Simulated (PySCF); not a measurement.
**Correlation energy of Cs (caesium, neutral)**

[Xe] 6s1, 2S determinant. All numbers are calculated (PySCF 2.14, scalar relativity through the core potential, in def2-TZVPPD with the def2 core potential (46 electrons)). Frozen: nothing; 9 electrons correlated.

```
  level  correlation energy (mhartree)
   CCSD                        -154.66
    (T)                          -4.37
CCSD(T)                        -159.03
```

Diagnostics: T1 = 0.018, D1 = 0.0740, largest double amplitude 0.033.

Cost of the coupled-cluster step: of the order of 1.6 core-seconds, for 9 correlated electrons.

Iterations:

```
CC2 = 0
CCSD nocc = (np.int64(5), np.int64(4)), nmo = (39, 39)
frozen orbitals [[], []]
max_cycle = 100
direct = 0
conv_tol = 1e-08
conv_tol_normt = 1e-06
diis_space = 8
diis_start_cycle = 0
Init t2, MP2 energy = -0.141738703217067
Init E_corr(UCCSD) = -0.141738703285331
cycle = 1  E_corr(UCCSD) = -0.151355633389252  dE = -0.0096169301  norm(t1,t2) = 0.0466406
cycle = 2  E_corr(UCCSD) = -0.15381389991985  dE = -0.00245826653  norm(t1,t2) = 0.0189563
cycle = 3  E_corr(UCCSD) = -0.154907089427208  dE = -0.00109318951  norm(t1,t2) = 0.0100382
cycle = 4  E_corr(UCCSD) = -0.154673351578964  dE = 0.000233737848  norm(t1,t2) = 0.0013053
cycle = 5  E_corr(UCCSD) = -0.154652947203346  dE = 2.04043756e-05  norm(t1,t2) = 0.000184833
cycle = 6  E_corr(UCCSD) = -0.154655662766301  dE = -2.71556295e-06  norm(t1,t2) = 3.84529e-05
cycle = 7  E_corr(UCCSD) = -0.154655825217658  dE = -1.62451357e-07  norm(t1,t2) = 5.07865e-06
cycle = 8  E_corr(UCCSD) = -0.1546557897115  dE = 3.55061587e-08  norm(t1,t2) = 1.346e-06
cycle = 9  E_corr(UCCSD) = -0.154655788976595  dE = 7.34905192e-10  norm(t1,t2) = 3.05651e-07
UCCSD converged
E(UCCSD) = -20.00986530257319  E_corr = -0.1546557889765945
UCCSD(T) correction = -0.00436933618087968
```

The basis has no tight functions for the innermost shells, so their pair energies are far from complete.

This basis was not built for core-valence correlation, so the inner-shell part is incomplete.
